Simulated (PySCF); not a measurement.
# Arsenic: a sound run and one with changed settings

Sound run: As⁺ [Ar] 3d10 4s2 4p2, As²⁺ [Ar] 3d10 4s2 4p1. All numbers are calculated (PySCF 2.14, no relativity, point nucleus, in def2-SVP (5s4p3d, 32 functions)). The sound run starts from symmetry-adapted Hartree-Fock orbitals and uses a fine grid where one is needed.

Changed run: 26 angular points. This setting is unsound on purpose.

| species | method | sound run (hartree) | changed run (hartree) | converged |
| --- | --- | --- | --- | --- |
| As⁺ | UHF | -2233.56916 | -2233.56916 | yes |
| As⁺ | PBE0 | -2234.89795 | -2234.89798 | yes |
| As⁺ | PBE | -2234.83166 | -2234.83169 | yes |
| As²⁺ | UHF | -2232.90741 | -2232.90741 | yes |
| As²⁺ | PBE0 | -2234.21396 | -2234.21399 | yes |
| As²⁺ | PBE | -2234.14933 | -2234.14937 | yes |

Ionisation energy of As⁺:

```json
{"method": "UHF", "sound run (eV)": "18.007", "changed run (eV)": "18.007"}
{"method": "PBE0", "sound run (eV)": "18.612", "changed run (eV)": "18.612"}
{"method": "PBE", "sound run (eV)": "18.567", "changed run (eV)": "18.567"}
```

A coarse angular grid integrates products of high-l functions wrongly, so density functionals can shift, and the SCF can exploit the error; Hartree-Fock and MP2 need no grid.

For comparison, NIST gives 18.589 eV between the lowest levels.
